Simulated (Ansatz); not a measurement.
Correlation energies of `[NH2][GeH]([Cl])[Cl]` by basis set

Cartesian coordinates in Å:
```
N 0.424 -0.653 -0.898
Ge -0.228 0.348 0.462
Cl -1.115 -1.030 1.836
Cl 1.462 1.311 1.349
H -0.244 -1.261 -1.349
H 0.971 -0.152 -1.583
H -1.270 1.437 0.182
```

The species carries charge 0 and has multiplicity 1. Correlated methods include outer-core shells of Ge, which these sets cover unevenly. Scalar relativity is left out up to krypton. All single points use the PBE0-D4/def2-TZVP geometry. It is one conformer, not always the lowest. Frozen core, restricted reference, Ansatz 0.2.0.

| basis | HF (Eh) | MP2 corr. | CCSD corr. | (T) | CCSD(T) total |
| --- | --- | --- | --- | --- | --- |
| def2-SVP | -3050.07220 | -0.66081 | -0.69188 | -0.01714 | -3050.78122 |
| def2-TZVPP | -3050.72664 | -0.84237 | -0.88011 | -0.03579 | -3051.64254 |
| def2-QZVPP | -3050.79694 | -1.16067 | – | – | – |
